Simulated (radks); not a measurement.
All-electron atom: Re XXVII in [Kr] 4d10 4f3. Calculated with a radial shooting solver on a logarithmic mesh with Libxc functionals: scalar-relativistic Kohn-Sham, LB94 model potential, spin-polarised, spherical densities, finite nucleus; open shells are filled with parallel spins first (spin-orbit coupling, left out, can overturn this in heavy ions); Fermi nuclear charge, rms radius 5.3698 fm.

Normalised radial functions P(r) = r R(r), r in bohr:

| r | 4s down |
|---|---|
| 0.0008561 | 0.1493 |
| 0.001088 | 0.1789 |
| 0.001395 | 0.2144 |
| 0.001773 | 0.2535 |
| 0.002272 | 0.2984 |
| 0.002888 | 0.3448 |
| 0.003701 | 0.3933 |
| 0.004743 | 0.4377 |
| 0.006029 | 0.4699 |
| 0.007726 | 0.4818 |
| 0.009822 | 0.4597 |
| 0.01259 | 0.3864 |
| 0.016 | 0.2529 |
| 0.0205 | 0.0436 |
| 0.02628 | -0.2256 |
| 0.0334 | -0.5000 |
| 0.0428 | -0.7120 |
| 0.05441 | -0.7354 |
| 0.06973 | -0.4687 |
| 0.08864 | 0.0720 |
| 0.1136 | 0.7300 |
| 0.1456 | 1.0999 |
| 0.1851 | 0.8221 |
| 0.2371 | -0.1425 |
| 0.3015 | -1.2401 |
| 0.3863 | -1.8290 |
| 0.4911 | -1.6030 |
| 0.6293 | -0.9145 |
| 0.8064 | -0.3299 |
| 1.025 | -0.0734 |
| 1.314 | -0.0080 |

4s down: eigenvalue -1405.6 eV, 3 radial nodes at r = 0.0214, 0.0862, 0.230 bohr, <r> = 0.423 bohr, 90 % of the charge inside 0.602 bohr.
